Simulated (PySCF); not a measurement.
Dipole response of Ag (silver, neutral)

[Kr] 4d9 5s2, 2D determinant (an excited configuration). Calculation: PySCF 2.14, in aug-cc-pwCVDZ-PP with ECP28MDF; scalar relativity through the core potential. Coupled (time-dependent) response in atomic units; α is the mean over directions. A double-zeta set is small for polarisabilities.

| method | mean α (bohr³) | α xx, yy, zz | C₆ (like pair) | S(−4) |
| --- | --- | --- | --- | --- |
| UHF | 68.91 | 69.84, 69.84, 67.04 | 685.0 | 2431 |
| PBE | 49.67 | 50.22, 50.22, 48.56 | 449.3 | 1168 |
| PBE0 | 53.11 | 53.80, 53.80, 51.74 | 489.5 | 1348 |
| MN15 | 52.62 | 53.16, 53.16, 51.54 | 493.1 | 1262 |
| r2SCAN0 | 53.60 | 54.24, 54.24, 52.33 | 514.6 | 1254 |

S(−4) is the Cauchy moment in α(ω) = α(0) + S(−4) ω² + …

Spin-orbit coupling is absent.

α(iu) at PBE0:

```csv
u (hartree),α(iu) (bohr³)
0,53.11
0.0500,49.98
0.100,42.72
0.200,28.22
0.300,19.24
0.500,11.00
0.750,7.029
1.00,5.156
1.50,3.290
2.00,2.314
3.00,1.312
5.00,0.5734
```

The components differ because the open shell of this determinant is not spherical; for a pure term their mean is the scalar polarisability.

Energies and moments cover only the electrons outside the core potential.
